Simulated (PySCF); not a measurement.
C₂H₇BN₂O. Atoms are numbered in the order given.

```xyz
13

C      2.7106     0.0771     0.3354
C      1.2370    -0.1048     0.5017
N      0.3887     0.2172    -0.3774
B     -1.0476     0.0318    -0.2390
N     -1.6159    -1.2517    -0.1227
O     -1.8761     1.1260    -0.2536
H      3.1088     0.7354     1.1255
H      2.9324     0.5086    -0.6498
H      3.2312    -0.8891     0.4427
H      0.9310    -0.5533     1.4752
H     -1.0674    -2.0969    -0.1637
H     -2.6158    -1.3957    -0.1438
H     -1.3687     1.9320    -0.3846
```
Charge 0, spin multiplicity 1.

Geometry optimised at PBE0-D3(BJ)/def2-SVP. The structure was generated by enumeration; whether it is a known compound was not checked. Other conformers were not sampled.

These are ωB97X/def2-TZVP (PySCF) values and carry that method's errors.

Atomic charges (e):

```
atom         IAO  Mulliken
----  ----------  --------
C1         -0.44     -0.29
C2          0.09      0.05
N3         -0.40     -0.34
B4          0.49      0.34
N5    (withheld)     -0.56
O6    (withheld)     -0.47
H7    (withheld)      0.12
H8    (withheld)      0.12
H9    (withheld)      0.12
H10         0.09      0.09
H11   (withheld)      0.24
H12   (withheld)      0.25
H13   (withheld)      0.33
```

Question: Some entries are withheld; supply them. (The exact figures need the calculation; the answer reports its results.)

Answer: 
- N5, IAO: -0.63
- O6, IAO: -0.59
- H7, IAO: 0.15
- H8, IAO: 0.16
- H9, IAO: 0.15
- H11, IAO: 0.27
- H12, IAO: 0.28
- H13, IAO: 0.37

Question: Give the Mayer and Wiberg (Löwdin basis) orders of the bonds. (Estimate from the structure and the level; the computed values follow.)

Answer: 
```json
[
 {"bond": "C1–C2", "Mayer": "0.96", "Wiberg": "1.33"},
 {"bond": "C2–N3", "Mayer": "1.95", "Wiberg": "2.20"},
 {"bond": "N3–B4", "Mayer": "1.11", "Wiberg": "1.44"},
 {"bond": "B4–N5", "Mayer": "1.27", "Wiberg": "1.78"},
 {"bond": "B4–O6", "Mayer": "1.28", "Wiberg": "1.94"},
 {"bond": "C1–H7", "Mayer": "0.96", "Wiberg": "0.89"},
 {"bond": "C1–H8", "Mayer": "0.98", "Wiberg": "0.90"},
 {"bond": "C1–H9", "Mayer": "0.96", "Wiberg": "0.89"},
 {"bond": "C2–H10", "Mayer": "0.94", "Wiberg": "0.84"},
 {"bond": "N5–H11", "Mayer": "0.92", "Wiberg": "0.90"},
 {"bond": "N5–H12", "Mayer": "0.92", "Wiberg": "0.90"},
 {"bond": "O6–H13", "Mayer": "0.88", "Wiberg": "0.95"}
]
```
